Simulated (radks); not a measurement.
Valence configurations of neutral tin (all share [Kr]). Calculated with a radial shooting solver on a logarithmic mesh with Libxc functionals: scalar-relativistic Kohn-Sham, r2SCAN, spin-polarised, spherical densities, finite nucleus; open shells are filled with parallel spins first (spin-orbit coupling, left out, can overturn this in heavy ions); meta-GGA in the generalised Kohn-Sham scheme; Fermi nuclear charge, rms radius 4.6519 fm. Energies are relative to 4d10 5s2 5p2; eigenvalues in eV for spin up.

| valence | E (eV) | moment (Bohr magnetons) | e(4d) | e(5p) | e(5s) |
|---|---|---|---|---|---|
| 4d10 5s2 5p2 | 0.000 | 2 | -26.491 | -4.398 | -11.492 |
| 4d8 5s2 5p4 | 53.610 | 4 | -39.218 | -6.761 | -15.646 |
| 4d10 5s1 5p3 | 4.341 | 4 | -27.618 | -5.319 | -12.801 |
| 4d9.5 5s2 5p2.5 | 11.415 | 3 | -29.602 | -5.108 | -12.675 |
| 4d10 5p4 | 14.539 | 2 | -29.513 | -5.696 | - |
| 4d8 5s1 5p5 | 62.005 | 4 | -40.683 | -7.434 | -16.663 |
| 4d7.5 5s2 5p4.5 | 69.811 | 4 | -42.423 | -7.200 | -16.486 |
| 4d9 5s2 5p3 | 23.710 | 4 | -32.698 | -5.791 | -13.808 |
| 4d9 5s1 5p4 | 31.422 | 4 | -34.304 | -6.542 | -14.952 |
| 4d10 5s1.5 5p2.5 | 2.446 | 3 | -27.095 | -4.909 | -12.208 |

NIST lists [Kr] 4d10 5s2 5p2 as the ground configuration; this level of theory agrees among the configurations tried. The energies are those of spherical high-spin densities, not of single terms.
